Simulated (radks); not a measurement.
Task: These are the eigenvalues of the occupied orbitals of an atom or ion with whole-number occupations (eV). All-electron calculation, Dirac Kohn-Sham, BLYP, spin-unpolarised, spherical densities, finite nucleus; Fermi nuclear charge, rms radius of each element as measured or else 0.836 A^(1/3) + 0.57 fm. Program: a radial shooting solver on a logarithmic mesh with Libxc functionals.

1s1/2: -31628.80
2s1/2: -4865.230
2p1/2: -4560.158
2p3/2: -4285.535
3s1/2: -983.4706
3p1/2: -857.9784
3p3/2: -806.8068
3d3/2: -585.2492
3d5/2: -574.5465
4s1/2: -183.3439
4p1/2: -140.1972
4p3/2: -130.4443
4d3/2: -61.5839
4d5/2: -60.1066
5s1/2: -32.6194
5p1/2: -22.9593
5p3/2: -21.8839

Which element is it, and in what charge state? The configuration may be excited. Open shells, if any, are shared by 2j + 1.

Result: Z = 52, tellurium, charge +2: Te2+ in [Kr] 4d10 5s2 5p2. The list shows which subshells hold electrons but not how many an open one holds; the 1s level, -1162.3 hartree, gives Z - s = 48.2 by -(Z - s)^2/2, which with screening and relativity narrows Z to a few neighbours, and the depths of the outer levels then fix element, charge and occupations together.
